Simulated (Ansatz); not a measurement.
The same ligand exchange along the group B, Al, Ga, In.

Gas-phase electronic energies from Ansatz, PBE0-D4/def2-TZVP geometries. CCSD(T)/CBS is the MP2 limit (def2-TZVPP, def2-QZVPP) plus CCSD(T) − MP2 in def2-TZVPP, frozen cores. DFT in def2-TZVPP. def2 core potentials past Kr. For Ga, In, Se outer-core shells are correlated without core-valence functions, which leaves a few kJ/mol of doubt a bond. Scalar relativity is left out up to krypton. One conformer a species, not always the lowest.

```json
{"reaction": "`FB(F)O[SiH3]` + H₂Se → `FB(F)[SeH]` + `O[SiH3]`", "CCSD(T)/def2-SVP (kJ/mol)": "102", "HF/CBS(def2) (kJ/mol)": "104", "revPBE-D4 (kJ/mol)": "65", "CCSD(T)/CBS(def2) (kJ/mol)": "78"}
{"reaction": "`[F][Al]([F])[O][SiH3]` + H₂Se → `[F][Al]([F])[SeH]` + `O[SiH3]`", "CCSD(T)/def2-SVP (kJ/mol)": "51", "HF/CBS(def2) (kJ/mol)": "55", "revPBE-D4 (kJ/mol)": "24", "CCSD(T)/CBS(def2) (kJ/mol)": "37"}
{"reaction": "`[F][Ga]([F])[O][SiH3]` + H₂Se → `[F][Ga]([F])[SeH]` + `O[SiH3]`", "CCSD(T)/def2-SVP (kJ/mol)": "-22", "HF/CBS(def2) (kJ/mol)": "-29", "revPBE-D4 (kJ/mol)": "-53", "CCSD(T)/CBS(def2) (kJ/mol)": "-43"}
{"reaction": "`[F][In]([F])[O][SiH3]` + H₂Se → `[F][In]([F])[SeH]` + `O[SiH3]`", "CCSD(T)/def2-SVP (kJ/mol)": "-68", "HF/CBS(def2) (kJ/mol)": "-81", "revPBE-D4 (kJ/mol)": "-91", "CCSD(T)/CBS(def2) (kJ/mol)": "-83"}
```

Largest T1 diagnostic: 0.017, for `[F][In]([F])[O][SiH3]`.
